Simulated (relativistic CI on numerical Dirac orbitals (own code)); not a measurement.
Calculated at this level of theory: Dirac-Coulomb-Breit CI, KLI orbitals optimised for each configuration, QED by a radiative potential, unscaled Slater integrals (own radial code, finite nucleus).

The strongest absorption lines from the ground level of an ion, among the configurations computed and to levels below about 298 eV (vacuum wavelength in Å, gf): 89.287 (2.4), 90.930 (1.1), 91.536 (1.7), 91.855 (4.3), 93.068 (2.8), 95.936 (0.74), 113.34 (0.93), 118.40 (0.53).

Which ion is it?
A. Nd²⁶⁺
B. Sm²⁸⁺
C. Xe²⁰⁺
D. Ce²⁴⁺

D. Ce²⁴⁺ has 34 electrons and the ground level 4s²4p⁴ ³P2; the strongest line goes to 4s²4p³4d ³D°3. The pattern of lines fixes the number of electrons, and along that sequence the line energies rise steadily with the charge (about as its square where n changes within one kind of shell, about linearly where n is kept but much faster in heavy ions where fine structure, which grows about as Z⁴, sets the gap, and irregularly where shells cross), which fixes Z. Configurations outside the model, such as inner-shell arrays, can give stronger lines. At this charge energies of transitions that change n are usually good to better than 1 %, and those within a shell (Δn = 0) to a few per cent.

LS names give the leading component of a level, which can be under half, so a name can repeat, a term be missing and a line seem to break the LS rules.
